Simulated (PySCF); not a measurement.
**Krypton: a sound run and one with changed settings**

Sound run: Kr [Kr], Kr⁺ [Ar] 3d10 4s2 4p5. All numbers are calculated (PySCF 2.14, the spin-free X2C one-electron Hamiltonian (Gaussian nucleus), in jorge-DZP-DKH). In the sound run the correlated levels freeze [Ar] 3d10. The sound run starts from symmetry-adapted Hartree-Fock orbitals and uses a fine grid where one is needed.

Changed run: no relativity, point nucleus. This setting is unsound on purpose.

```tsv
species	method	sound run (hartree)	changed run (hartree)	converged
Kr	UHF	-2788.01286	-2743.56817	yes
Kr	M06-L	-2789.76108	-2745.23313	yes
Kr	LDA	-2785.99179	-2741.68890	yes
Kr	MP2	-2788.06407	-2743.61876	yes
Kr	CCSD(T)	-2788.07072	-2743.62540	yes
Kr⁺	UHF	-2787.52729	-2743.07947	yes
Kr⁺	M06-L	-2789.24401	-2744.71300	yes
Kr⁺	LDA	-2785.46468	-2741.15930	yes
Kr⁺	MP2	-2787.57020	-2743.12194	yes
Kr⁺	CCSD(T)	-2787.57673	-2743.12848	yes
```

Ionisation energy of Kr:

```json
{"method": "UHF", "sound run (eV)": "13.213", "changed run (eV)": "13.298"}
{"method": "M06-L", "sound run (eV)": "14.070", "changed run (eV)": "14.153"}
{"method": "LDA", "sound run (eV)": "14.343", "changed run (eV)": "14.411"}
{"method": "MP2", "sound run (eV)": "13.439", "changed run (eV)": "13.519"}
{"method": "SCS-MP2", "sound run (eV)": "13.418", "changed run (eV)": "13.500"}
{"method": "CCSD", "sound run (eV)": "13.439", "changed run (eV)": "13.519"}
{"method": "CCSD(T)", "sound run (eV)": "13.442", "changed run (eV)": "13.522"}
```

Most of the change in total energy is the relativistic energy itself. On top of that the contraction fixes the core shape for the Hamiltonian it was made with, so the changed run is not a good calculation with the other Hamiltonian either.

For comparison, NIST gives 14.000 eV between the lowest levels.
